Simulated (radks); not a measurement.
Sc15+, 6 electrons, occupied as [He] 2s2 2p2. All-electron calculation, scalar-relativistic Kohn-Sham, PBEsol, spin-unpolarised, spherical densities, point nucleus. Program: a radial shooting solver on a logarithmic mesh with Libxc functionals.

Normalised radial functions P(r) = r R(r), r in bohr:

r,2s,2p
0.003179,0.1865,0.0036
0.0035,0.2036,0.0043
0.003883,0.2238,0.0052
0.004274,0.2440,0.0062
0.004705,0.2658,0.0075
0.005179,0.2892,0.0090
0.005701,0.3144,0.0108
0.006275,0.3414,0.0129
0.006908,0.3703,0.0155
0.007604,0.4009,0.0186
0.00837,0.4335,0.0222
0.009287,0.4708,0.0270
0.01022,0.5070,0.0323
0.01125,0.5447,0.0386
0.01239,0.5839,0.0461
0.01363,0.6241,0.0550
0.01501,0.6651,0.0656
0.01652,0.7063,0.0780
0.01819,0.7472,0.0927
0.02002,0.7870,0.1100
0.02221,0.8279,0.1322
0.02445,0.8624,0.1562
0.02691,0.8926,0.1842
0.02963,0.9170,0.2168
0.03261,0.9340,0.2544
0.0359,0.9418,0.2976
0.03951,0.9385,0.3471
0.04349,0.9220,0.4035
0.04788,0.8901,0.4672
0.05312,0.8357,0.5449
0.05848,0.7651,0.6251
0.06437,0.6729,0.7135
0.07085,0.5580,0.8098
0.07799,0.4194,0.9135
0.08585,0.2572,1.0236
0.0945,0.0724,1.1387
0.104,-0.1328,1.2566
0.1145,-0.3547,1.3746
0.1271,-0.6082,1.4989
0.1399,-0.8470,1.6060
0.154,-1.0823,1.7013
0.1695,-1.3048,1.7798
0.1865,-1.5044,1.8366
0.2053,-1.6710,1.8669
0.226,-1.7951,1.8666
0.2488,-1.8689,1.8327
0.2739,-1.8872,1.7639
0.3039,-1.8424,1.6511
0.3345,-1.7441,1.5150
0.3682,-1.5977,1.3539
0.4053,-1.4139,1.1753
0.4461,-1.2061,0.9883
0.4911,-0.9891,0.8027
0.5406,-0.7776,0.6276
0.595,-0.5841,0.4706
0.655,-0.4174,0.3370
0.7268,-0.2727,0.2216
0.8,-0.1730,0.1419
0.8806,-0.1027,0.0854
0.9694,-0.0568,0.0480
1.067,-0.0290,0.0250

2s: eigenvalue -1023.9 eV, 1 radial node at r = 0.0979 bohr, <r> = 0.316 bohr, 90 % of the charge inside 0.484 bohr. 2p: eigenvalue -961.82 eV, 0 radial nodes, <r> = 0.274 bohr, 90 % of the charge inside 0.443 bohr.
